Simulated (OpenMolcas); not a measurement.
# Lines of S: computed and rescaled rates

| Quantity | Value |
| --- | --- |
| Program | OpenMolcas |
| Method | SS-RASPT2, IPEA 0.25 Eh, imaginary shift 0.1 Eh (closed shells correlated: 2s 2p) |
| Basis | ANO-RCC-VQZP [6s5p3d2f1g] |
| Scalar Hamiltonian | DKH2, point nucleus |
| Active space | 6 electrons in 9 orbitals (RAS2 3s 3p; RAS3 3d, at most 2 electrons) |
| State averaging | 2S+1 = 3 even, 3 roots; 2S+1 = 1 even, 6 roots; 2S+1 = 3 odd, 3 roots |
| Spin-orbit coupling | state interaction with AMFI integrals over the reference wave functions, term energies averaged over their components |

Rates come from the transition moments of the reference wave functions (E1 and E2 in the length form). At fixed line strength A goes as λ^-3 for E1 and M1 and as λ^-5 for E2, so a rate at the computed wavelength can be rescaled to the measured one. Measured vacuum wavelengths follow from level energies in NIST Handbook of Basic Atomic Spectroscopic Data. Branching counts decays inside the model space alone, at computed energies, and the table is only a selection of the E2 and M1 lines, drawn from those between levels with measured partners whose computed energy lies within a factor of 1.5 of the measured one.

| Upper | Lower | Type | λ computed (nm) | λ measured (nm) | A computed (s-1) | A rescaled (s-1) | Branching % |
| --- | --- | --- | --- | --- | --- | --- | --- |
| 3s2 3p4 3P0 | 3s2 3p4 3P1 | M1 | 60470 | 56310 | 2.45e-04 | 3.03e-04 | 100.0 |
| 3s2 3p4 3P1 | 3s2 3p4 3P2 | M1 | 27800 | 25250 | 1.05e-03 | 1.40e-03 | 100.0 |
| 3s2 3p4 1D2 | 3s2 3p4 3P1 | M1 | 1124 | 1131 | 6.95e-03 |  | 22.7 |
| 3s2 3p4 1D2 | 3s2 3p4 3P2 | M1 | 1080 | 1082 | 2.35e-02 |  | 76.7 |
| 3s2 3p4 1D2 | 3s2 3p4 3P2 | E2 | 1080 | 1082 | 1.56e-04 |  | 0.5 |
| 3s2 3p4 1S0 | 3s2 3p4 1D2 | E2 | 773.5 | 772.7 | 1.37e+00 | 1.38e+00 | 82.4 |
| 3s2 3p4 1S0 | 3s2 3p4 3P1 | M1 | 458.1 | 459.1 | 2.89e-01 |  | 17.3 |

Spin-changing lines and M1 lines between different terms are not rescaled, since their strength hangs on the term gaps too.

The largest correction is for 3s2 3p4 3P1 → 3s2 3p4 3P2 (M1): 1.05e-03 × (27800 / 25250)^3 = 1.40e-03 s-1, a factor of 1.33.

No measured rate stands beside these. Rescaling mends the energy factor alone: line strengths can still be far off where a level mixes with configurations outside the active space, and weak or spin-changing lines hang on small mixing coefficients that depend on the term gaps too, so rescaling need not improve them.

Term energies are means over components that CASPT2 splits; among the terms shown or strongly mixed into the levels shown the widest spread is 22 cm-1 (3s2 3p4 1D). Active for correlation alone: 3d; no level in the range computed is led by a configuration that fills it, so any true level of that kind is missing. Measured partners are found by configuration, term and J. A level has none where our copy of the source lacks it or the pairing is in doubt (some pairs that miss far off the trend of their configuration count as doubtful). Levels of configurations outside the active space are missing.
